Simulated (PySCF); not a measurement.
Where the electron goes

ZnMe2, C2H6Zn (singlet state).
Cartesian coordinates in Å at the PBE0-D3(BJ)/def2-SVP level; atoms count from 1:
```xyz
9
C2H6Zn angstrom
Zn     0.0032    0.0070    0.0001
C     -0.0041   -0.0132    1.9457
H     -0.4414    0.9107    2.3582
H      1.0162   -0.1066    2.3523
H     -0.5933   -0.8599    2.3347
C      0.0050    0.0151   -1.9456
H     -1.0213    0.0165   -2.3482
H      0.5169   -0.8736   -2.3500
H      0.5188    0.9039   -2.3470
```

Computed with TDDFT B3LYP/def2-SVPD, vertical, gas phase, core orbitals frozen in the response in PySCF 2.14.0, density-fitted response routines.

Frontier orbitals with the atoms that hold most of them (Löwdin shares over 4%, at most four atoms; ? is withheld):

| orbital | ε (eV) | atoms |
| --- | --- | --- |
| HOMO-3 | -10.14 | C2 24%, C6 24%, H3 12%, H8 11% |
| HOMO-2 | -10.14 | C6 24%, C2 24%, H7 13%, H4 13% |
| HOMO-1 | -8.66 | Zn1 30%, C6 24%, C2 24% |
| HOMO | -6.96 | ? |
| LUMO | -0.13 | Zn1 69%, C6 10%, C2 10% |
| LUMO+1 | -0.13 | Zn1 70%, C2 10%, C6 10% |
| LUMO+2 | -0.08 | Zn1 48%, C2 15%, C6 15% |

Q: Which atoms hold the HOMO, and with what shares?

A: C2 (bonded to Zn and 3 H) 30%; C6 (bonded to Zn and 3 H) 30%; Zn1 (bonded to 2 C) 17%. By element: carbon 61%, zinc 17%.

Within 0.005 eV of a neighbour in this list lie HOMO-3/HOMO-2 and LUMO/LUMO+1.

Q: How does S1 compare with the orbital gap of 6.83 eV?

A: S1 is at 5.74 eV (f = 0.0000), 1.09 eV below the gap, made of HOMO→LUMO/LUMO+1 (98%). S1/S2 lie within about 0.01 eV of each other. Without the coupling terms of the response equations the lowest excitation would equal the gap.

For S1 the Löwdin share of zinc is 17% in HOMO and 69% in LUMO.

Next come S2 at 5.74 eV (f 0.0000), HOMO→LUMO/LUMO+1 (99%); S3 at 6.27 eV (f 0.328), HOMO→LUMO+2 (95%); S4 at 7.12 eV (f 0.0000), HOMO→LUMO+3 (95%); S5 at 7.71 eV (f 0.0003), HOMO-1→LUMO+2 (91%).

Orbitals of the list HOMO-3 to LUMO+2 that lie within 0.01 eV of each other are written together with a slash and their weights summed (≥ marks a lower bound); for degenerate orbitals outside that list single weights are arbitrary.

Löwdin shares depend on the basis, the more so with diffuse functions.
